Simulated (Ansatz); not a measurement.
Two structures of CH$_{7}$GeO, doublet, reached by relaxing down either side of one saddle point (PBE0-D4/def2-TZVP). Energies are electronic, without zero-point energy. Computed with Ansatz 0.2.0 (basis: def2-TZVPP and def2-QZVPP); correlated methods freeze the cores; orbitals are unrestricted. Filled d shells of the heavier atoms are correlated. The def2 sets are not built for correlating such inner shells, so the correlated values are less sure here. Extrapolation: Hartree–Fock as exp(−7.88 √X), correlation as X^−2.97. First:

```
atom    x (Å)    y (Å)    z (Å)
  H1   1.0684   0.5787  -1.3961
 Ge2   1.8978   0.0891  -0.2015
  O3  -1.1266  -1.1206  -0.0918
  C4  -1.9301  -0.0612   0.1702
  H5   1.2152   0.5112   1.1072
  H6   2.0601  -1.4326  -0.2498
  H7   3.2862   0.7501  -0.2632
  H8  -2.9481  -0.1817  -0.2275
  H9  -1.4915   0.9044  -0.1211
 H10  -2.0316  -0.0373   1.2736
```

Second:

```
atom    x (Å)    y (Å)    z (Å)
  H1  -0.8698  -0.4661  -1.4925
 Ge2   2.0659   0.2460  -0.1525
  O3  -0.7958  -0.7589  -0.5812
  C4  -1.6831   0.0016   0.2109
  H5   1.3284   0.6823   1.1265
  H6   2.2820  -1.2753  -0.1861
  H7   3.4201   0.9867  -0.2572
  H8  -2.7270  -0.1384  -0.0927
  H9  -1.4461   1.0718   0.1877
 H10  -1.5746  -0.3496   1.2372
```

Problem. Which bonds change from the first to the second?

Solution. CH₃O ([CH3][O]) + GeH₄ → CH₄O ([CH3][OH]) + GeH₃; bonds formed: H1–O3; bonds broken: H1–Ge2.

Problem. Give the saddle point's structure and its height above each. (An estimate is asked for; the value comes from the calculation.)

Solution. Computed: 5.50 kcal/mol above the first and 28.27 kcal/mol above the second (CCSD(T) at an estimated basis limit (MP2 extrapolated from triple and quadruple zeta, plus CCSD(T) − MP2 in triple zeta)).
```
10
angstrom
H 0.3994 -0.5177 -0.3980
Ge 1.8688 0.0449 -0.1614
O -1.0952 -0.9503 -0.4525
C -1.8470 0.0071 0.1865
H 1.9018 0.7842 1.1856
H 2.8587 -1.1279 -0.1381
H 2.2289 1.0176 -1.2944
H -1.8186 0.9886 -0.3054
H -1.6103 0.1080 1.2541
H -2.8867 -0.3542 0.1236
```

The T1 diagnostic stays at or below 0.019. ⟨S²⟩ of the unrestricted Hartree–Fock references: 0.75 to 0.77 (a pure state has 0.75).

Radical steps of this kind take place in plasma deposition and etching.

Labels in which every atom is bracketed show which atoms are joined, not bond orders.

For scale, one of the runs: CCSD(T)/def2-TZVPP, 208 basis functions, launched by `ansatz run in.yaml --threads 8 --pin off --events-out ev --progress --plain --max-ram 19148MiB`. Time: 3.4 min of wall clock on 8 CPU threads of an Intel Xeon; the host was shared. Peak host memory: 7.9 GiB.
